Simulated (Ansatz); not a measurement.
# Relative stability

The two ends of one reaction step of HfGaH2Cl5O, closed shell (PBE0-D4/def2-TZVP).

A:

Ga1  (0.009, -1.938, -0.283)
H2  (-0.880, -0.615, -0.529)
Cl3  (0.412, -3.112, -2.012)
Cl4  (-0.307, -2.887, 1.603)
Hf5  (0.246, 1.293, -0.149)
O6  (-0.882, 1.419, 1.341)
Cl7  (-0.832, 1.801, -2.155)
Cl8  (1.783, 3.033, 0.095)
Cl9  (1.941, -0.519, 0.023)
H10  (-1.490, 1.524, 2.067)
(Å)

B:

```xyz
10
angstrom
Ga -0.0179 -1.7623 0.7440
H 0.8465 1.0747 -2.3697
Cl -0.7942 -3.3367 -0.4524
Cl 0.1222 -1.9392 2.8574
Hf 0.3548 1.3531 -0.6360
O -0.8790 -0.0937 0.2801
Cl -1.5105 2.6747 -1.0993
Cl 1.8651 2.7791 0.4075
Cl 1.8324 -0.7877 -0.1644
H -1.8193 0.0380 0.4329
```

Ansatz 0.2.0; basis: def2-TZVPP; cores frozen in the correlated methods. Filled d shells of the heavier atoms are correlated. Core potentials replace the inner electrons of the atoms past krypton. The def2 sets are not built for correlating such inner shells, so the correlated values are less sure here. B3LYP uses VWN-RPA correlation.

Q: Which structure is lower at CCSD(T), and by how much? (To be estimated.)

A: The calculation gives: A, by 5.14 kcal/mol (electronic energy, against the other). By their contacts, A is HfGaH₂Cl₅O ([OH][Hf]1([Cl])([Cl])[H][Ga]([Cl])([Cl])[Cl]1) and B is HfGaH₂Cl₅O ([Cl][Ga]1([Cl])[OH][HfH]([Cl])([Cl])[Cl]1).

All methods give the same order:

| method | E(B) − E(A) (kcal/mol) |
| --- | --- |
| SPW92 | 9.41 |
| PBE-D4 | 10.17 |
| BLYP-D4 | 9.31 |
| r2SCAN-D4 | 7.65 |
| B97M-V | 6.59 |
| PBE0-D4 | 7.80 |
| B3LYP-D4 | 7.52 |
| r2SCAN0-D4 | 5.96 |
| BHLYP-D4 | 4.83 |
| CAM-B3LYP-D4 | 6.22 |
| wB97X-V | 5.55 |
| wB97M-V | 5.52 |
| B2PLYP | 6.77 |
| PBE-QIDH | 6.15 |
| RPA on PBE | 4.59 |
| HF | 0.60 |
| MP2 | 6.76 |
| CCSD | 4.04 |
| CCSD(T) | 5.14 |

T1 diagnostic: at most 0.014.

Labels in which every atom is bracketed show which atoms are joined, not bond orders.

For scale, one of the runs: CCSD(T)/def2-TZVPP, 373 basis functions, launched by `ansatz run in.yaml --threads 4 --pin off --events-out ev --progress --plain --max-ram 63488MiB --backend cuda --devices 0, --max-vram 37GiB`. Hardware: 4 CPU threads of an AMD EPYC 7R13 and a share of one NVIDIA H100, shared host. Wall time 26 s; peak host memory 0.95 GiB.
